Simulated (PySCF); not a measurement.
**RhBr: energy against distance**

Set-up: PySCF, scalar-relativistic core potentials, basis sets Rh def2-TZVPP with ECP28, Br def2-TZVPP. Energies in eV from Rh (4d8 5s1) + Br in their ground configurations at the same level. State: ³Δ (triplet), unpaired electrons σ ↑, δ ↑.

```json
{"R (Å)": "2.055", "r²SCAN": "-2.305", "BLYP": "-1.957", "M06": "-2.098"}
{"R (Å)": "2.151", "r²SCAN": "-2.867", "BLYP": "-2.570", "M06": "-2.699"}
{"R (Å)": "2.247", "r²SCAN": "-3.159", "BLYP": "-2.908", "M06": "-3.030"}
{"R (Å)": "2.318", "r²SCAN": "-3.255", "BLYP": "-3.035", "M06": "-3.151"}
{"R (Å)": "2.390", "r²SCAN": "-3.275", "BLYP": "-3.084", "M06": "-3.193"}
{"R (Å)": "2.462", "r²SCAN": "-3.239", "BLYP": "-3.076", "M06": "-3.176"}
{"R (Å)": "2.557", "r²SCAN": "-3.132", "BLYP": "-3.003", "M06": "-3.088"}
{"R (Å)": "2.677", "r²SCAN": "-2.936", "BLYP": "-2.847", "M06": "-2.909"}
{"R (Å)": "2.820", "r²SCAN": "-2.656", "BLYP": "-2.610", "M06": "-2.641"}
{"R (Å)": "3.011", "r²SCAN": "-2.259", "BLYP": "-2.266", "M06": "-2.253"}
```

**Question.** Put a parabola through the three lowest points of the r²SCAN curve and estimate Re, k and ωe (reduced mass 44.66 u; 1 eV/Å² = 0.16022 mdyn/Å; ωe = 1302.8·√(k/μ) cm⁻¹).

**Answer.** Through R = 2.318, 2.39, 2.462 Å the second-order coefficient is 5.40 eV/Å², so Re ≈ 2.380 Å, k ≈ 1.73 mdyn/Å and ωe ≈ 256 cm⁻¹. A polynomial fit of higher order to the unrounded r²SCAN energies gives Re = 2.377 Å, k = 1.82 mdyn/Å, ωe = 263 cm⁻¹; anharmonicity and rounding make the difference.

The higher-order fit for each curve: r²SCAN: Re = 2.377 Å, ωe = 263 cm⁻¹, De = 3.28 eV; BLYP: Re = 2.414 Å, ωe = 247 cm⁻¹, De = 3.09 eV; M06: Re = 2.402 Å, ωe = 257 cm⁻¹, De = 3.19 eV.

The metal atom is held in its measured ground configuration; semilocal functionals can put another filling of s and d lower by some tenths of an eV, and De to that atom would be smaller. These are scalar-relativistic numbers at best; spin–orbit coupling would shift them, the dissociation energy most. The state is the lowest single determinant that the PBE0 search found; with open d or f shells the true ground state can be another one.
